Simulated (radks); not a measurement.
Spherical quantum dot in the effective-mass picture: electrons in a parabolic well V = omega^2 r^2 / 2 with omega = 4.42, all in effective atomic units (hartree* = m*/eps^2 hartree, bohr* = eps/m* bohr), one dielectric constant everywhere. Method: non-relativistic Kohn-Sham, r2SCAN, spin-polarised, spherical densities, generalised Kohn-Sham scheme; computed with a radial shooting solver with Libxc functionals. Levels are named by radial order and angular momentum (1s, 1p, 1d, 2s, ...), and open shells are averaged over m. Results are scaled to m* = 0.085 and eps = 8.5, for which hartree* = 32.01 meV and bohr* = 5.292 nm. Each electron was tried in the lowest free levels, single moves between levels near the top were tried too, and the lowest total energy was kept; such a search can miss a lower state. At N = 1 the Hartree and exchange-correlation terms need not cancel, so that row can carry a self-interaction error.

N	open shells	2S	E (meV)	addition energy mu(N+1) - mu(N) (meV)	e(HOMO) (meV)
1	1s(up 1, down 0)	1	212.343	51.45	230.15
2	none	0	476.135	168.7	281.22
3	1p(up 1, down 0)	1	908.654	31.26	447.78
4	1p(up 2, down 0)	2	1372.44	32.82	480.04
5	1p(up 3, down 0)	3	1869.04	47.47	513.25
6	1p(up 3, down 1)	2	2413.12	29.78	558.69
7	1p(up 3, down 2)	1	2986.97	31.07	589.25
8	none	0	3591.90	150.0	620.68
9	1d(up 1, down 0)	1	4346.79	26.87	768.24
10	1d(up 2, down 0)	2	5128.55	27.24	795.35
11	1d(up 3, down 0)	3	5937.55	27.37	822.67
12	1d(up 4, down 0)	4	6773.92	27.39	850.07
13	1d(up 5, down 0)	5	7637.69	39.23	877.45
14	1d(up 5, down 1)	4	8540.69	25.54	915.68
15	1d(up 5, down 2)	3	9469.23	25.91	941.45
16	1d(up 5, down 3)	2	10423.7	26.07	967.46
17	1d(up 5, down 4)	1	11404.2	26.12	993.57
18	none	0	12410.8	35.64	1019.7
19	2s(up 1, down 0)	1	13453.1	31.10	1055.2
20	none	0	14526.4	117.8	1085.8
21	1f(up 1, down 0)	1	15717.6	23.31	1202.8
22	1f(up 2, down 0)	2	16932.1	23.37	1226.2
23	1f(up 3, down 0)	3	18169.9	23.38	1249.5
24	1f(up 4, down 0)	4	19431.1	23.35	1272.9
25	1f(up 5, down 0)	5	20715.7	23.31	1296.2
26	1f(up 6, down 0)	6	22023.6	23.25	1319.5
27	1f(up 7, down 0)	7	23354.7	32.50	1342.7
28	1f(up 7, down 1)	6	24718.3	22.31	1374.8
29	1f(up 7, down 2)	5	26104.2	22.39	1397.1
30	1f(up 7, down 3)	4	27512.6	22.41	1419.5
31	1f(up 7, down 4)	3	28943.3	22.41	1441.9
32	1f(up 7, down 5)	2	30396.4	22.38	1464.3
33	1f(up 7, down 6)	1	31872.0	-	1486.7

All shells are closed at N = 2, 8, 18, 20 (there: 1s2 1p6 1d10 2s2); the second difference of the energy has clear peaks (12 % above both neighbours; the first and last values, which can be the largest, are not judged, and half-filled shells can peak too) at N = 2, 5, 8, 13, 18, 20, 27.
